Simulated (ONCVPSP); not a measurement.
**Plane-wave convergence, ONCV potential for Lu**

```json
{
 "Element": "Lu",
 "Generator": "ONCVPSP 4.0.1",
 "Type": "optimised norm-conserving Vanderbilt (ONCV)",
 "Functional": "PBE",
 "Relativity": "fully relativistic",
 "Frozen core": "[Kr] 4d10",
 "Valence charge": "25",
 "Reference configuration": "4f14 5s2 5p6 5d1 6s2",
 "Partial waves": "5s+6s: rc 1.85 bohr, ncon 5, nbas 10, qcut 7.1 1/bohr, 2 projectors; 5p: rc 2.15 bohr, ncon 4, nbas 9, qcut 7 1/bohr, 3 projectors, debl 2.9 Ha; 5d: rc 2.00 bohr, ncon 3, nbas 6, qcut 4.1 1/bohr, 2 projectors, debl 0.7 Ha; 4f: rc 1.15 bohr, ncon 4, nbas 9, qcut 14.3 1/bohr, 3 projectors, debl 2.1 Ha",
 "Local potential": "polynomial inside 0.95 bohr (lpopt 4, dvloc0 -1 Ha)",
 "Core correction": "Teter function, fcfact 2.5, rcfact 1.4"
}
```

Open shells are filled in proportion to 2j + 1.

Q: For each optimised wave give the share of its norm inside rc, the residual kinetic energy above qcut (Ha) and the cutoffs (Ha) for errors of 10, 1, 0.1 and 0.01 mHa per electron.

A:

```tsv
wave	norm inside rc	residual KE	10 mHa	1 mHa	0.1 mHa	0.01 mHa
5s	0.943	6.6e-06	14.4	18.5	21.7	24.4
6s	0.051	2.4e-06	10.5	16.2	20.2	23.2
5p j=3/2	0.911	2.7e-08	6.7	8.7	13.6	18.3
p projector 2 j=3/2	0.187	6.6e-07	6.7	13.2	18.8	21.8
p projector 3 j=3/2	0.149	7.7e-05	10.9	17.2	23.9	44.8
5p j=1/2	0.946	7.4e-09	8.5	11.0	13.2	15.0
p projector 2 j=1/2	0.215	5.6e-07	8.0	10.7	17.9	21.4
p projector 3 j=1/2	0.157	7.6e-05	9.6	14.0	23.6	47.0
5d j=5/2	0.305	2.4e-03	6.7	9.9	30.4	49.2
d projector 2 j=5/2	0.212	4.7e-03	7.5	10.1	28.7	59.6
5d j=3/2	0.342	3.4e-03	7.1	13.7	32.1	60.4
d projector 2 j=3/2	0.208	5.8e-03	7.8	10.9	31.2	62.8
4f j=7/2	0.868	8.4e-05	82.9	92.3	102.7	267.8
f projector 2 j=7/2	0.086	8.9e-05	79.7	91.6	102.5	216.7
f projector 3 j=7/2	0.081	2.6e-04	83.8	96.2	111.4	194.5
4f j=5/2	0.877	8.7e-05	83.0	92.4	102.9	263.4
f projector 2 j=5/2	0.085	9.3e-05	79.8	91.7	102.8	220.8
f projector 3 j=5/2	0.082	2.8e-04	84.1	96.4	112.0	198.7
```

The occupied waves need 92 Ha and 103 Ha for 1 and 0.1 mHa. Note: ghosts flagged at negative energy: d5/2 at -164.4 eV; GHOST(+) flagged for s at 53.7 eV, d3/2 at 115.7 eV, p3/2 at 305.5 eV, p1/2 at 314.6 eV. A true bound ghost makes a file unfit for plane-wave use. 2 of 4 tests not solved or not reliable.
